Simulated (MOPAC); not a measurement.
Job for MOPAC: PM3 on N-methylmethanimine (SMILES C=NC), a point of a bond scan (R = 1.201 Å).

```
PM3 1SCF PRECISE CHARGE=0 THREADS=1
C2H5N

C      1.09069108 1    -0.37559261 1    -0.00393688 1
N     -0.03957995 1     0.49981348 1     0.22469474 1
C     -1.18031655 1     0.10627319 1    -0.13438406 1
H      1.89512384 1     0.19726184 1    -0.68793331 1
H      1.57679907 1    -0.58337547 1     0.95167335 1
H      0.82081943 1    -1.32611686 1    -0.48490084 1
H     -1.36081453 1    -0.86665491 1    -0.61180338 1
H     -2.04398507 1     0.74818524 1     0.02784514 1
```

The log:

```
*******************************************************************************
 **                                                                           **
 **                              MOPAC v23.2.5                                **
 **                                                                           **
 *******************************************************************************
 ** MOPAC's Digital Object Identifier: https://doi.org/10.5281/zenodo.6511958 **
 **                                                                           **
 ** Please cite the open-source release paper for use of this MOPAC version:  **
 ** J. E. Moussa and J. J. P. Stewart (2026)                                  **
 ** MOPAC: An open-source semiempirical molecular orbital program             **
 ** J. Open Source Softw., 11(119), 8025, https://doi.org/10.21105/joss.08025 **
 *******************************************************************************

                              PM3 CALCULATION RESULTS

 *******************************************************************************
 *  PM3        - The PM3 Hamiltonian to be used
 *
 *
 *
 *                 CHARGE ON SYSTEM = 0
 *
 *
 *
 *  PRECISE    - TIGHTER CRITERIA TO BE USED
 *  1SCF       - DO 1 SCF AND THEN STOP
 *  THREADS=1  - MULTI-THREADING NOT USED
 *  T=         - A TIME OF 172800.0 SECONDS REQUESTED
 *  DUMP=N     - RESTART FILE WRITTEN EVERY 7200.0 SECONDS REQUESTED
 *******************************************************************************
PM3 1SCF PRECISE CHARGE=0 THREADS=1
 C2H5N

   ATOM   CHEMICAL          X               Y               Z
  NUMBER   SYMBOL      (ANGSTROMS)     (ANGSTROMS)     (ANGSTROMS)

     1       C          1.09069108  *  -0.37559261  *  -0.00393688  *
     2       N         -0.03957995  *   0.49981348  *   0.22469474  *
     3       C         -1.18031655  *   0.10627319  *  -0.13438406  *
     4       H          1.89512384  *   0.19726184  *  -0.68793331  *
     5       H          1.57679907  *  -0.58337547  *   0.95167335  *
     6       H          0.82081943  *  -1.32611686  *  -0.48490084  *
     7       H         -1.36081453  *  -0.86665491  *  -0.61180338  *
     8       H         -2.04398507  *   0.74818524  *   0.02784514  *



          CARTESIAN COORDINATES

    NO.       ATOM           X           Y           Z

     1         C          1.0907     -0.3756     -0.0039
     2         N         -0.0396      0.4998      0.2247
     3         C         -1.1803      0.1063     -0.1344
     4         H          1.8951      0.1973     -0.6879
     5         H          1.5768     -0.5834      0.9517
     6         H          0.8208     -1.3261     -0.4849
     7         H         -1.3608     -0.8667     -0.6118
     8         H         -2.0440      0.7482      0.0278

  H: (PM3): J. J. P. STEWART, J. COMP. CHEM. 10, 209 (1989).
  C: (PM3): J. J. P. STEWART, J. COMP. CHEM. 10, 209 (1989).
  N: (PM3): J. J. P. STEWART, J. COMP. CHEM. 10, 209 (1989).

           Empirical Formula: C2 H5 N  =     8 atoms



      MOLECULAR POINT GROUP   :   Cs


      RHF CALCULATION, NO. OF DOUBLY OCCUPIED LEVELS = 9


 -------------------------------------------------------------------------------
 PM3 1SCF PRECISE CHARGE=0 THREADS=1
 C2H5N



     1SCF WAS SPECIFIED, SO BFGS WAS NOT USED
     SCF FIELD WAS ACHIEVED


                              PM3 CALCULATION
                                                       MOPAC v23.2.5 Linux




          FINAL HEAT OF FORMATION =         19.38518 KCAL/MOL =      81.10759 KJ/MOL


          COSMO AREA              =         87.56 SQUARE ANGSTROMS
          COSMO VOLUME            =         69.42 CUBIC ANGSTROMS

          IONIZATION POTENTIAL    =         10.049753 EV
          HOMO LUMO ENERGIES (EV) =        -10.050  1.038
          NO. OF FILLED LEVELS    =          9
          MOLECULAR WEIGHT        =         43.0682         POINT GROUP:  Cs

          MOLECULAR DIMENSIONS (Angstroms)

            Atom       Atom       Distance
            H     8    H     4     4.04134
            H     5    H     7     2.15943
            H     6    H     8     1.58679


          SCF CALCULATIONS        =          1





   ATOM   CHEMICAL          X               Y               Z
  NUMBER   SYMBOL      (ANGSTROMS)     (ANGSTROMS)     (ANGSTROMS)

     1       C          1.09069108  *  -0.37559261  *  -0.00393688  *
     2       N         -0.03957995  *   0.49981348  *   0.22469474  *
     3       C         -1.18031655  *   0.10627319  *  -0.13438406  *
     4       H          1.89512384  *   0.19726184  *  -0.68793331  *
     5       H          1.57679907  *  -0.58337547  *   0.95167335  *
     6       H          0.82081943  *  -1.32611686  *  -0.48490084  *
     7       H         -1.36081453  *  -0.86665491  *  -0.61180338  *
     8       H         -2.04398507  *   0.74818524  *   0.02784514  *

                             CARTESIAN COORDINATES

   1    C        1.090691080    -0.375592610    -0.003936880
   2    N       -0.039579950     0.499813480     0.224694740
   3    C       -1.180316550     0.106273190    -0.134384060
   4    H        1.895123840     0.197261840    -0.687933310
   5    H        1.576799070    -0.583375470     0.951673350
   6    H        0.820819430    -1.326116860    -0.484900840
   7    H       -1.360814530    -0.866654910    -0.611803380
   8    H       -2.043985070     0.748185240     0.027845140


           Empirical Formula: C2 H5 N  =     8 atoms



      MOLECULAR POINT GROUP   :   Cs


                  EIGENVALUES
 -34.50841 -26.90193 -19.74295 -16.45235 -15.79654 -14.62948 -13.02104 -11.12466
 -10.04975   1.03830   3.08898   3.31109   3.75176   3.91181   4.25333   4.91468
   6.64794


              NET ATOMIC CHARGES AND DIPOLE CONTRIBUTIONS

  ATOM NO.   TYPE          CHARGE      No. of ELECS.   s-Pop       p-Pop
    1          C          -0.089554        4.0896     1.16062     2.92894
    2          N          -0.089568        5.0896     1.61462     3.47494
    3          C          -0.107879        4.1079     1.20857     2.89931
    4          H           0.057717        0.9423     0.94228
    5          H           0.053749        0.9463     0.94625
    6          H           0.029396        0.9706     0.97060
    7          H           0.062136        0.9379     0.93786
    8          H           0.084003        0.9160     0.91600
 DIPOLE           X         Y         Z       TOTAL
 POINT-CHG.    -0.023    -0.348    -0.210     0.408
 HYBRID        -0.193    -1.152    -0.528     1.282
 SUM           -0.216    -1.500    -0.738     1.686


          ATOMIC ORBITAL ELECTRON POPULATIONS

     Atom    s        px        py        pz
    1  C   1.16062   0.96190   0.95759   1.00944
    2  N   1.61462   1.00145   1.34451   1.12898
    3  C   1.20857   0.96682   0.97521   0.95728
    4  H   0.94228
    5  H   0.94625
    6  H   0.97060
    7  H   0.93786
    8  H   0.91600

 **********************
 *                    *
 * JOB ENDED NORMALLY *
 *                    *
 **********************




 == MOPAC DONE ==
```

The run finished.

Cost: about 0.020 core-seconds (a rough figure).
